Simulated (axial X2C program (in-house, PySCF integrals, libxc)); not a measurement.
## Bond lengths and stretching modes, held linear, of STeS²⁺

Calculated with an in-house all-electron X2C program for linear molecules (integrals from PySCF): two-component X2C with atomic mean-field Coulomb and Gaunt terms, Gaussian nuclei, basis S dyall-av3z, Te dyall-v3z with contracted cores. Spin-free rows use the one-electron spin-free X2C Hamiltonian.

Masses S 31.972, Te 129.906, S 31.972 u. States: 2c Ω = 0 (all partner blocks equally filled); spin-free M_S = 0, Λ = 0 (closed shell).

TPSSh, 2c: energies above the lowest point

```
r(S–Te) (Å)  r(Te–S) (Å)  E (meV)
     2.0972       2.0972   112.35
     2.0972       2.1510    56.49
     2.0972       2.2048    73.66
     2.1510       2.0972    56.49
     2.1510       2.1510     0.00
     2.1510       2.2048    16.80
     2.1510       2.2586    88.25
     2.2048       2.0972    73.66
     2.2048       2.1510    16.80
     2.2048       2.2048    33.50
     2.2586       2.1510    88.25
     2.2586       2.2586   177.19
```

**Question.** Fit a quadratic surface with cubic terms in each bond: where is the minimum, and what are the two stretching wavenumbers?

**Answer.** At TPSSh, 2c: bonds 2.164 and 2.164 Å; harmonic stretches 450.4 and 550.8 cm⁻¹; force constants 3.83, 3.83 and coupling 0.00 mdyn/Å.

The other levels and Hamiltonians give:

```tsv
Hamiltonian	level	r(S–Te) (Å)	r(Te–S) (Å)	lower stretch (cm⁻¹)	upper stretch (cm⁻¹)
2c	PBE0	2.148	2.148	466.8	565.7
spin-free	PBE0	2.146	2.146	471.2	568.9
spin-free	TPSSh	2.162	2.162	453.3	553.5
```

Each state is one determinant, the lowest of a limited PBE0 search; the stretches come from a fit to these few points and carry an uncertainty of a few per cent. Other orders of the atoms were not compared. Left out for rough or failed fits: HF 2c, MP2 2c, HF spin-free, MP2 spin-free. A multiply charged ion may be only metastable. The molecule was held linear; bending was not examined, so a bent shape may lie lower.
